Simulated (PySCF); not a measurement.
Estimate the missing entries of this data sheet.

Compound: C7H11Cl.
SMILES with atom numbers: `[CH2:1]=[CH:2][CH2:3]/[C:4](=[CH:5]\[Cl:6])[CH2:7][CH3:8]` (hydrogens: H9, H10 on C1; H11 on C2; H12, H13 on C3; H14 on C5; H15, H16 on C7; H17, H18, H19 on C8)

Conformer (atom-mapped SMILES and torsion angles): `[CH2:1]=[CH:2][CH2:3]/[C:4](=[CH:5]\[Cl:6])[CH2:7][CH3:8]`: C1–C2–C3–C4 116°, C2–C3–C4–C5 103°, C3–C4–C7–C8 -82°.

| property | level | value |
| --- | --- | --- |
| point group of the GFN2-xTB geometry | GFN2-xTB | ? |
| rotational constants A, B, C of the GFN2-xTB geometry | GFN2-xTB | 1.846, 1.157, 0.773 GHz |
| dipole moment | PBE0/pcSseg-1 | 1.88 D |
| HOMO energy | PBE0/pcSseg-1 | ? |
| LUMO energy | PBE0/pcSseg-1 | -0.23 eV |
| 13C chemical shifts (computed TMS as zero) by class | GIAO PBE0/pcSseg-1 | 151.9 (C4), 145.3 (C2), 124.7 (C5), 123.5 (C1), 39.5 (C3), 30.2 (C7), 17.4 (C8) ppm |
| 1H chemical shifts (computed TMS as zero) by class | GIAO PBE0/pcSseg-1 | ? |
| isotropic shieldings of nuclei other than C and H, by class | GIAO PBE0/pcSseg-1 | 773 (Cl6) ppm |

Gas-phase values; electronic properties from PySCF, density fitting. Geometry: GFN2-xTB, one conformer, isolated molecule. NMR classes are plain means over equivalent atoms (diastereotopic ones count apart unless rotation or inversion swaps them), as if these changed places fast; in this geometry the members of some classes differ.

**Question.** The 1H chemical shifts (computed TMS as zero) by class?

**Answer.** 6.00 (H14), 5.90 (H11), 5.40 (H10), 5.36 (H9), 3.17 (H12/H13), 2.09 (H15/H16), 1.05 (H17/H18/H19) ppm.

**Question.** Give the point group of the GFN2-xTB geometry.

**Answer.** C1.

**Question.** The HOMO energy?

**Answer.** -6.98 eV.

The rotational constants make it an asymmetric top with κ = (2B − A − C)/(A − C) = -0.28, nearer the prolate limit (−1). In atomic units the dipole is 0.74 e·bohr (1 au = 2.5417 D). With B = h/(8π²I), that is 505.379 GHz u Å² over I, the principal moments of inertia are 273.8, 436.9 and 653.9 u Å² (most abundant isotopes); the inertial defect Ic − Ia − Ib is -56.8 u Å² (zero for a rigid planar frame, negative otherwise).
